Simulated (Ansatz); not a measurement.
C₃H₆Si, SMILES `C[SiH]1C=C1`. The species carries charge 0 and has multiplicity 1.

```xyz
10

C    -1.3400   -0.7632    0.5305
Si    0.2380    0.2263    0.5189
C     1.5151    0.0470   -0.7466
C     0.8109    1.1676   -0.9130
H    -1.5965   -1.0915   -0.4784
H    -2.1669   -0.1652    0.9223
H    -1.2378   -1.6452    1.1681
H     0.6065    0.6618    1.8907
H     2.3416   -0.4221   -1.2675
H     0.8290    1.9844   -1.6251
```

Q: List the harmonic frequencies (cm⁻¹, unscaled) at PBE0-D4/def2-TZVP in Ansatz. (An estimate is asked.)

A: The calculation gave: 129, 237, 238, 620, 635, 644, 721, 755, 781, 834, 922, 934, 992, 1145, 1273, 1446, 1447, 1548, 2217, 3050, 3129, 3147, 3186, 3209.

Q: Is this a minimum?

A: Yes, all 24 modes are real.

Q: Give the ideal-gas thermochemistry at 298.15 K and 1 bar (rigid rotor, harmonic oscillator; point group Cs, symmetry number 1).

A: Zero-point energy 198.8 kJ/mol; H(298) − E = 215.7 kJ/mol; entropy 303.4 J/(mol·K), of which translation 161.9, rotation 103.1, vibration 38.5; G(298) − E = 125.2 kJ/mol.
